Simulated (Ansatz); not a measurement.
Basis-set extrapolation for C$_{2}$H$_{9}$NSi$_{2}$ (`C=C[SiH2]N[SiH3]`) (PBE0-D4/def2-TZVP geometry, frozen core, Ansatz 0.2.0). Multiplicity 1, RHF reference.

|  | def2-TZVPP | def2-QZVPP |
| --- | --- | --- |
| HF | -713.401597 | -713.426587 |
| MP2 correlation | -0.786582 | -0.840866 |
| CCSD(T) correlation | -0.882110 | not run |

Energies in hartree. Use E(X) = E(∞) + A·exp(−7.88·√X) for Hartree–Fock and E(X) = E(∞) + B·X^(−2.97) for correlation, with X = 3 and 4, and add CCSD(T) minus MP2 of the smaller set to the MP2 limit.

Problem. What is the CCSD(T) energy at the basis-set limit?

Solution. HF limit: -713.426587 + (-0.024990) × 0.13774 = -713.43003. MP2 limit: -0.840866 + (-0.054284) × 0.74074 = -0.88108. Higher-order term: -0.882110 − (-0.786582) = -0.09553. Total: -714.40664 hartree, 77.1 kcal/mol below CCSD(T)/def2-TZVPP.
